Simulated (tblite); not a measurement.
Parent: `[CH3:1][Si@@H:2]([OH:3])[SH:4]` with C1–Si2–O3–H 152°, C1–Si2–S4–H 56°, CH6OSSi.

Structures optimised with GFN2-xTB, isolated species. One conformer each, not checked by frequencies here.

```
coordinate of the parent    value
                  C1–Si2  1.889 Å
                  Si2–O3  1.618 Å
                  Si2–S4  2.166 Å
               C1–Si2–O3   107.2°
               C1–Si2–S4   111.5°
               O3–Si2–S4   106.9°
```

Question: How does the shared frame change in `[CH3:1][C:2]#[C:3][Si@:4]([CH3:5])([OH:6])[SH:7]` with C3–Si4–O6–H -74°, C3–Si4–S7–H -60°, C4H8OSSi? Atoms pair as C1 = C5, Si2 = Si4, O3 = O6, S4 = S7 (parent first).

Answer: 
| parent | relative | value in the relative | change |
| --- | --- | --- | --- |
| C1–Si2 | C5–Si4 | 1.891 Å | +0.002 |
| Si2–O3 | Si4–O6 | 1.622 Å | +0.004 |
| Si2–S4 | Si4–S7 | 2.179 Å | +0.013 |
| C1–Si2–O3 | C5–Si4–O6 | 106.6° | -0.6 |
| C1–Si2–S4 | C5–Si4–S7 | 111.8° | +0.3 |
| O3–Si2–S4 | O6–Si4–S7 | 107.0° | +0.1 |

Of the parent's bonds, Si2–S4 changes most (+0.013 Å). Bonds of the relative outside the shared frame: C1–C2 1.444, C2≡C3 1.205, C3–Si4 1.849 Å. Point group C1 → C1.

Question: How does the shared frame change in `[CH3:1][CH2:2][Si@@:3]([CH3:4])([OH:5])[SH:6]` with C1–C2–Si3–C4 -60°, C2–Si3–O5–H 61°, C2–Si3–S6–H 180°, C3H10OSSi? Atoms pair as C1 = C4, Si2 = Si3, O3 = O5, S4 = S6 (parent first).

Answer: 
| parent | relative | value in the relative | change |
| --- | --- | --- | --- |
| C1–Si2 | C4–Si3 | 1.894 Å | +0.005 |
| Si2–O3 | Si3–O5 | 1.631 Å | +0.013 |
| Si2–S4 | Si3–S6 | 2.179 Å | +0.013 |
| C1–Si2–O3 | C4–Si3–O5 | 104.1° | -3.1 |
| C1–Si2–S4 | C4–Si3–S6 | 111.2° | -0.3 |
| O3–Si2–S4 | O5–Si3–S6 | 108.9° | +2.0 |

Of the parent's bonds, Si2–O3 and Si2–S4 change most and about equally (+0.013 Å). Bonds of the relative outside the shared frame: C1–C2 1.525, C2–Si3 1.900 Å. Point group C1 → C1.

Question: How does the shared frame change in `[CH3:1][Si@@:2]([OH:3])([SH:4])[CH:5]=[O:6]` with C1–Si2–O3–H 76°, C1–Si2–S4–H 62°, C1–Si2–C5–O6 -38°, C2H6O2SSi? Atoms pair as C1 = C1, Si2 = Si2, O3 = O3, S4 = S4 (parent first).

Answer: 
```
   parent   relative  value in the relative  change
   C1–Si2     C1–Si2                1.896 Å  +0.007
   Si2–O3     Si2–O3                1.621 Å  +0.003
   Si2–S4     Si2–S4                2.169 Å  +0.003
C1–Si2–O3  C1–Si2–O3                 115.0°    +7.8
C1–Si2–S4  C1–Si2–S4                 110.2°    -1.3
O3–Si2–S4  O3–Si2–S4                 107.4°    +0.5
```

Of the parent's bonds, C1–Si2 changes most (+0.007 Å). Bonds of the relative outside the shared frame: Si2–C5 1.918, C5=O6 1.204 Å. Point group C1 → C1.

All values are computed, not measured.
